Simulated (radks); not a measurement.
Problem. Radial electron density D(r) = 4 pi r^2 rho(r) of an atom or ion with 11 electrons. Method: non-relativistic Kohn-Sham, AM05, spin-unpolarised, spherical densities, point nucleus; computed with a radial shooting solver on a logarithmic mesh with Libxc functionals.

```
   r/bohr * D(r) (the largest magnitude, 16.8, reaches the edge; | marks zero)
  0.01353 |          *
  0.01747 |               *
  0.02257 |                      *
  0.02916 |                               *
  0.03736 |                                        *
  0.04826 |                                                 *
  0.06234 |                                                      *
  0.08053 |                                                      *
    0.104 |                                                *
   0.1344 |                                       *
   0.1736 |                                  *
   0.2224 |                                     *
   0.2873 |                                              *
   0.3712 |                                                  *
   0.4794 |                                            *
   0.6193 |                             *
      0.8 |             *
    1.025 |    *
    1.324 |*
    1.711 *
     2.21 *
    2.854 |*
    3.687 |*
    4.725 *
    6.104 *
    7.884 *
```

What is the nuclear charge?

Solution. Z = 15. The innermost maximum, from 1s, lies near 1/Z = 0.0667 bohr (found: 0.0703), and its height grows with Z. The density is that of the phosphorus ion P4+ in [Ne] 4s1; the configuration itself is not fixed sharply by these data, and Z only to about a unit. D(r) has 3 maxima, at r = 0.0703, 0.371, 3.22 bohr, and minima at 0.179, 1.87 bohr, inside which lie 2.19, 10.12 electrons.
